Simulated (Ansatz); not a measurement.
GaNH₆⁺, that is Ga(NH3)H3 with one electron fewer. Charge 1, multiplicity 2. Geometry PBE0-D4/def2-TZVP, that of the neutral singlet; atoms count from 1.

```xyz
8

Ga   -0.171    0.450   -1.016
N     0.156   -0.411    0.928
H     1.082   -0.819    0.988
H    -0.524   -1.139    1.116
H     0.072    0.294    1.651
H    -1.648    0.967   -0.791
H     0.034   -0.857   -1.882
H     0.999    1.515   -0.993
```

Q: Estimate the Mulliken populations from the PBE0/def2-TZVP orbitals of Ansatz.

A: 
```tsv
atom	charge (e)	spin (α − β)
Ga1	0.32	0.19
N2	-0.59	-0.01
H3	0.32	0.00
H4	0.31	0.00
H5	0.31	0.00
H6	0.21	0.52
H7	0.05	0.14
H8	0.05	0.14
```
Mulliken values depend strongly on the basis.

Q: Where does the spin sit?

A: Summed by element: Ga 0.19, N -0.01, H 0.81, of 1 unpaired in all. Largest on single atoms: H6 0.52, Ga1 0.19, H8 0.14.

Q: And the Mayer bond orders between heavy atoms (over 0.3)?

A: Ga1–N2 0.54 (2.15 Å).
